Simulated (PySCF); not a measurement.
C₄H₉S, doublet, geometry from GFN2-xTB. Base run: PySCF with B3LYP/STO-3G.

Input for PySCF:
```python
from pyscf import gto, scf, dft

mol = gto.M(
    atom='''
C    -0.71538146    0.98031295   -1.11870904
C    -0.07272565   -0.12100881   -0.28002528
C     1.21599831   -0.61688840   -0.93010260
C    -1.04783651   -1.27394779   -0.05822117
S     0.35073758    0.58359512    1.35049168
H    -0.97990170    0.58957037   -2.10000213
H    -1.61741266    1.35117624   -0.63687632
H    -0.02730017    1.81269327   -1.24928387
H     1.68594925   -1.38061903   -0.31429069
H     0.99542825   -1.04397665   -1.90710378
H     1.91946493    0.20276865   -1.05917499
H    -1.31992205   -1.71598798   -1.01538196
H    -1.95251605   -0.92104190    0.43205937
H    -0.59591924   -2.04291254    0.56453612
''',
    basis='sto-3g',
    spin=1,
    verbose=5,
)

mf = dft.UKS(mol)
mf.xc = 'b3lyp'
mf.kernel()
mf.analyze()
```

Each row names what was changed in the base input (with any setting that the change needs).

```csv
change,ΔE vs base (mEh),grid points,electrons on the grid
base,0.000,163624,48.99996
grids.level = 0,-20.505,11552,48.99560
grids.prune = dft.gen_grid.sg1_prune,0.025,70528,48.99995
grids.radi_method = gauss_chebyshev,0.000,159880,48.99996
small_rho_cutoff = 0,0.000,163624,48.99996
grids.prune = off,0.000,261224,48.99996
"grids.atom_grid = (150, 974)",-0.006,1135080,49.00000
grids.level = 1,0.018,49288,48.99989
grids.becke_scheme = stratmann,0.000,163624,48.99996
grids.level = 5,-0.006,426824,49.00000
"grids.atom_grid = (30, 110)",0.578,34464,49.00059
```

Open shells are given as the SCF converged; they aren't shown to be the lowest states, and a large step between rows can be another state.
